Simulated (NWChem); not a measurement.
# CH₅FOSi; SMILES CO[SiH2]F

```xyz
9

Si    -0.5115     0.6497    -0.0400
F      0.8036     1.5838    -0.0022
O     -0.2072    -0.8482     0.5619
C      0.5317    -1.8488    -0.1300
H     -0.9270     0.5521    -1.4638
H     -1.5381     1.2490     0.8361
H      1.6077    -1.7187     0.0357
H      0.2308    -2.8250     0.2603
H      0.3334    -1.8262    -1.2106
```
Atoms are numbered in this order, from 1.

All runs: NWChem. Pople sets run with spherical d functions. Geometry: optimised at B3LYP/6-31G* (spherical d). B3LYP is NWChem's, with the RPA form of VWN correlation. GIAO values for the isolated, static molecule; σ is the absolute isotropic shielding, δ = σ(reference) − σ with the isolated reference molecule computed at the same levels (13C: tetramethylsilane, 19F: trichlorofluoromethane, 1H: tetramethylsilane, 17O: water, 29Si: tetramethylsilane).

For level B3LYP/6-31G*:

- δ Si1 (ppm): -5.6
- δ F2 (ppm): -153.3
- δ O3 (ppm): 36.7
- δ C4 (ppm): 52.2
- δ H7 (rotor mean) (ppm): 3.72

What are these values for level PBE/pcSseg-1?


* **δ Si1 (ppm)**: -20.2
* **δ F2 (ppm)**: -189.0
* **δ O3 (ppm)**: 62.3
* **δ C4 (ppm)**: 58.3
* **δ H7 (rotor mean) (ppm)**: 3.90
